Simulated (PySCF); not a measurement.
**[Tl(OH)4]− at several levels of theory**

Computed with PySCF 2.14.0 (density fitting, no spin-orbit coupling) at the geometry relaxed with B3LYP:

```xyz
9
[Tl(OH)4]− (singlet)
Tl    0.0000    0.0000    0.0001
O     1.0179    1.5220    1.1680
H     1.8269    1.0637    1.4407
O    -1.0179   -1.5220    1.1680
H    -1.8269   -1.0637    1.4407
O     1.5220   -1.0180   -1.1678
H     1.0634   -1.8268   -1.4409
O    -1.5220    1.0180   -1.1678
H    -1.0634    1.8268   -1.4409
```

```csv
level,basis,state,HOMO (eV),gap (eV),charge on Tl1 (e),dipole about the centre of mass (D),largest force component (eV/Å)
B3LYP,"Tl def2-SVP with ECP60, O def2-SVP, H def2-SVP",singlet,-2.19,5.05,0.49,0.00,0.01
B3LYP,"Tl def2-TZVP with ECP60, O def2-TZVP, H def2-TZVP",singlet,-2.81,5.02,0.86,0.00,0.22
B3LYP,"Tl x2c-SVPall, O x2c-SVPall, H x2c-SVPall",singlet,-2.10,4.96,0.62,0.00,0.15
```

Charges are Mulliken's, which hang on the basis. The relaxation used the grid (50, 194), these runs (75, 302) or, all-electron (x2c bases, spin-free X2C Hamiltonian), (99, 590).

**Question.** Order these levels, in the first row's basis, by the HOMO–LUMO gap they give here, smallest first.
A. BLYP
B. TPSS
C. HF
D. PBE

**Answer.** A (3.13 eV), D (3.18 eV), B (3.37 eV), C (13.12 eV).

**Question.** And their other results?

**Answer.** 
```
level    state  HOMO (eV)  gap (eV)  charge on Tl1 (e)  dipole about the centre of mass (D)  largest force component (eV/Å)
   HF  singlet      -6.65     13.12               1.11                                 0.00                            1.35
 BLYP  singlet      -0.69      3.13               0.30                                 0.00                            0.63
 TPSS  singlet      -0.93      3.37               0.40                                 0.00                            0.38
  PBE  singlet      -0.83      3.18               0.32                                 0.00                            0.46
```

In the first row's basis the gap widens with exact exchange: 3.1 to 3.4 eV for BLYP, PBE, TPSS (none); 5.1 eV for B3LYP (a fixed share); 13.1 eV for Hartree–Fock (rising or full at long range).
